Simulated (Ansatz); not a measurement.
Basis sets compared for the cluster In₃P₃⁺. Total charge 1; doublet. Geometry PBE-D4/def2-SVP. Ansatz on 4 threads of Arm Neoverse V1 on a shared host; times are rough, and most runs start from earlier orbitals.

```tsv
atom	x (Å)	y (Å)	z (Å)
In1	0.625	2.878	0.687
In2	1.104	-2.828	0.583
In3	-1.155	1.047	-1.942
P4	-1.127	-1.132	-0.280
P5	0.999	-0.143	-0.351
P6	-0.447	0.178	1.303
```

In the def2 sets In takes a core potential; there is no spin–orbit coupling. The structure comes from a short search, and lower isomers may exist.

| level | functions | energy (Eh) | HOMO (eV) | LUMO (eV) | wall time |
| --- | --- | --- | --- | --- | --- |
| PBE-D4/def2-SVP | 132 | -1593.6367 | -8.47 | -8.03 | 4.4 s |
| PBE0-D4/def2-SVP | 132 | -1593.6944 | -9.26 | -7.41 | 7 s |

Question: Estimate the rows for PBE-D4/def2-TZVP (with forces), PBE0-D4/def2-TZVP.

Answer: 
```tsv
level	functions	energy (Eh)	HOMO (eV)	LUMO (eV)	wall time
PBE-D4/def2-TZVP (with forces)	261	-1594.0095	-8.42	-7.97	13 s
PBE0-D4/def2-TZVP	261	-1594.0624	-9.20	-7.33	31 s
```
